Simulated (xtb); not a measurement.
phosphorus nitride (NP), singlet, geometry from GFN2-xTB; GFN2-xTB (xtb).

The xtb input:
```
$ xtb mol.xyz --gfn 2 --chrg 0 --uhf 0 --json

# file mol.xyz
2

N     -0.00000000    -0.00000000    -0.99436149
P      0.00000000     0.00000000     0.46403536
```

Problem. What does xtb print? Leave out banner, timings and long lists.

Solution. 
```
   ID    Z sym.   atoms
    1    7 N      1
    2   15 P      2

           -------------------------------------------------
          |                Calculation Setup                |
           -------------------------------------------------

           -------------------------------------------------
          |                 G F N 2 - x T B                 |
           -------------------------------------------------

          ...................................................
          :                      SETUP                      :
          :.................................................:
          :  # basis functions                  14          :
          :  # atomic orbitals                  13          :
          :  # shells                            5          :
          :  # electrons                        10          :
          :  max. iterations                   250          :
          :  Hamiltonian                  GFN2-xTB          :
          :  restarted?                      false          :
          :  GBSA solvation                  false          :
          :  PC potential                    false          :
          :  electronic temp.          300.0000000     K    :
          :  accuracy                    1.0000000          :
          :  -> integral cutoff          0.2500000E+02      :
          :  -> integral neglect         0.1000000E-07      :
          :  -> SCF convergence          0.1000000E-05 Eh   :
          :  -> wf. convergence          0.1000000E-03 e    :
          :  Broyden damping             0.4000000          :
          :  net charge                          0          :
          :  unpaired electrons                  0          :
          ...................................................

 iter      E             dE          RMSdq      gap      omega  full diag
   1     -5.3675949 -0.536759E+01  0.229E+01    4.43       0.0  T
   2     -5.3709310 -0.333610E-02  0.106E+01    3.22       1.0  T
   3     -5.3838493 -0.129183E-01  0.134E+01    3.95       1.0  T
   4     -5.4589174 -0.750681E-01  0.980E-01    3.17       1.0  T
   5     -5.4589497 -0.322328E-04  0.503E-01    3.19       1.0  T
   6     -5.4589532 -0.357000E-05  0.130E-01    3.22       1.0  T
   7     -5.4589586 -0.539632E-05  0.721E-02    3.22       1.0  T
   8     -5.4589640 -0.537968E-05  0.191E-02    3.22       3.7  T
   9     -5.4589642 -0.222530E-06  0.594E-03    3.22      11.9  T
  10     -5.4589643 -0.339158E-07  0.620E-04    3.22     114.0  T
  11     -5.4589643 -0.281926E-09  0.299E-04    3.22     236.4  T

   *** convergence criteria satisfied after 11 iterations ***

         :::::::::::::::::::::::::::::::::::::::::::::::::::::
         ::                     SUMMARY                     ::
         :::::::::::::::::::::::::::::::::::::::::::::::::::::
         :: total energy              -5.393300110583 Eh    ::
         :: gradient norm              0.000075870658 Eh/a0 ::
         :: HOMO-LUMO gap              3.220529232699 eV    ::
         ::.................................................::
         :: SCC energy                -5.458964261733 Eh    ::
         :: -> isotropic ES            0.004779613298 Eh    ::
         :: -> anisotropic ES          0.006352042738 Eh    ::
         :: -> anisotropic XC          0.010754621954 Eh    ::
         :: -> dispersion             -0.000570297605 Eh    ::
         :: repulsion energy           0.065664151151 Eh    ::
         :: add. restraining           0.000000000000 Eh    ::
         :: total charge               0.000000000000 e     ::
         :::::::::::::::::::::::::::::::::::::::::::::::::::::

           -------------------------------------------------
          |                Property Printout                |
           -------------------------------------------------

    * Orbital Energies and Occupations

         #    Occupation            Energy/Eh            Energy/eV
      -------------------------------------------------------------
         1        2.0000           -0.6670238             -18.1506
         2        2.0000           -0.5368919             -14.6096
         3        2.0000           -0.4445607             -12.0971
         4        2.0000           -0.4445607             -12.0971
         5        2.0000           -0.4115741             -11.1995 (HOMO)
         6                         -0.2932219              -7.9790 (LUMO)
         7                         -0.2932219              -7.9790
         8                         -0.0557765              -1.5178
         9                         -0.0239565              -0.6519
        10                         -0.0239565              -0.6519
        11                          0.1437275               3.9110
        12                          0.1437275               3.9110
        13                          0.9944799              27.0612
      -------------------------------------------------------------
                  HL-Gap            0.1183523 Eh            3.2205 eV
             Fermi-level           -0.3523980 Eh           -9.5892 eV

     #   Z          covCN         q      C6AA      α(0)
     1   7 N        0.861    -0.171    24.981     7.256
     2  15 P        0.861     0.171   178.516    24.832

 Mol. C6AA /au·bohr⁶  :        332.742788
 Mol. C8AA /au·bohr⁸  :      14959.201762
 Mol. α(0) /au        :         32.088003

Wiberg/Mayer (AO) data.
largest (>0.10) Wiberg bond orders for each atom

 ---------------------------------------------------------------------------
     #   Z sym  total        # sym  WBO       # sym  WBO       # sym  WBO
 ---------------------------------------------------------------------------
     1   7 N    3.142 --     2 P    3.142
     2  15 P    3.142 --     1 N    3.142
 ---------------------------------------------------------------------------

Topologies differ in total number of bonds
Writing topology from bond orders to xtbtopo.mol

molecular dipole:
                 x           y           z       tot (Debye)
 q only:        0.000       0.000       0.472
   full:       -0.000       0.000       0.746       1.895
molecular quadrupole (traceless):
                xx          xy          yy          xz          yz          zz
 q only:        0.236       0.000       0.236       0.000       0.000      -0.473
  q+dip:        0.120       0.000       0.120      -0.000      -0.000      -0.239
   full:        1.413      -0.000       1.413      -0.000      -0.000      -2.825

           -------------------------------------------------
          | TOTAL ENERGY               -5.393300110583 Eh   |
          | GRADIENT NORM               0.000075870658 Eh/α |
          | HOMO-LUMO GAP               3.220529232699 eV   |
           -------------------------------------------------

normal termination of xtb
```
